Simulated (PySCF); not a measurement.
Rh: electron affinity

Rh⁻ [Kr] 4d8 5s2 (3F) → Rh [Kr] 4d8 5s1 (4F), as a difference of total energies. All numbers are calculated (PySCF 2.14, scalar relativity by spin-free X2C-1e, in aug-cc-pwCVTZ-DK (11s10p8d4f3g, 136 functions)). Correlated levels: valence: [Kr] frozen; valence and next inner shell: [Ar] 3d10 frozen. The calculations carry no spin-orbit coupling.

```json
{"method": "UHF", "electron affinity (eV)": "-0.068"}
{"method": "LDA", "electron affinity (eV)": "1.383"}
{"method": "PBE", "electron affinity (eV)": "1.127"}
{"method": "PBE0", "electron affinity (eV)": "0.905"}
{"method": "r2SCAN", "electron affinity (eV)": "1.003"}
{"method": "MN15", "electron affinity (eV)": "1.270"}
{"method": "BP86", "electron affinity (eV)": "1.270"}
{"method": "BLYP", "electron affinity (eV)": "1.199"}
{"method": "MP2 (valence)", "electron affinity (eV)": "0.757"}
{"method": "SCS-MP2 (valence)", "electron affinity (eV)": "0.833"}
{"method": "MP2 (valence and next inner shell)", "electron affinity (eV)": "0.801"}
{"method": "SCS-MP2 (valence and next inner shell)", "electron affinity (eV)": "0.852"}
```

A negative affinity means that the anion lies above the atom at that level of theory.

In the anion the highest occupied orbital energy is positive at LDA, PBE, PBE0, r2SCAN, BP86, BLYP, a self-interaction effect; the basis confines that electron, and the energy difference can still be sensible.

For comparison: 1.143 eV (measured; photodetachment measurements, as compiled on the Wikipedia data page of electron affinities).
